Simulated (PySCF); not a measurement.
Ionisation energy of Os⁺ by level of theory

Os⁺ [Xe] 4f14 5d6 6s1 (6D) → Os²⁺ [Xe] 4f14 5d6 (5D), as a difference of total energies. All numbers are calculated (PySCF 2.14, scalar relativity by spin-free X2C-1e, in x2c-TZVPPall with one added diffuse shell each of s, p, d, f type (12s8p8d4f1g, 113 functions)). Correlated levels: valence: [Xe] 4f14 frozen. The calculations carry no spin-orbit coupling.

| method | ionisation energy (eV) |
| --- | --- |
| UHF | 16.056 |
| MP2 (valence) | 16.853 |
| SCS-MP2 (valence) | 16.509 |
| CCSD (valence) | 16.806 |
| CCSD(T) (valence) | 16.834 |

**Question.** How much does correlation contribute at CCSD(T) (valence)?

**Answer.** 16.834 − (16.056) = 0.778 eV, measured against UHF.

A first-order spin-orbit estimate (lowest level to lowest level, LS coupling) adds -0.022 eV.

Errors of the correlated levels include the incompleteness of this basis and the frozen core.

For comparison: 17 ± 1 eV (semi-empirical (NIST evaluation); NIST Atomic Spectra Database, ionization energies).
